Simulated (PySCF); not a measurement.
How methods differ on the ionisation energy of Kr(20+)

Kr(20+) [Ne] 3s2 3p4 (3P) → Kr(21+) [Ne] 3s2 3p3 (4S), as a difference of total energies. Calculation: PySCF 2.14, in an uncontracted even-tempered set (17 s from 1.7 bohr⁻², ratio 2.5; 11 p from 2.2 bohr⁻², ratio 2.5; 5 d from 12 bohr⁻², ratio 2.7; 4 f from 18 bohr⁻², ratio 2.7); no relativity, point nucleus. Correlated levels: outer shells: 1s2 frozen; virtual orbitals above 40 to 60 times the deepest correlated orbital energy dropped. The calculations carry no spin-orbit coupling.

| method | ionisation energy (eV) |
| --- | --- |
| UHF | 875.39 |
| MP2 (outer shells) | 876.38 |
| SCS-MP2 (outer shells) | 876.39 |
| CCSD (outer shells) | 876.35 |
| CCSD(T) (outer shells) | 876.35 |

Problem. How much does correlation contribute at CCSD(T) (outer shells)?

Solution. 876.35 − (875.39) = 0.96 eV, measured against UHF.

Spin-orbit coupling is strong in these open shells (close to jj coupling). The scalar numbers leave it out and a first-order estimate fails, so it can dominate the gap to the real levels.

The gap to the reference is mostly relativistic.

For comparison: 882.8 ± 1.3 eV (semi-empirical (NIST evaluation); NIST Atomic Spectra Database, ionization energies).
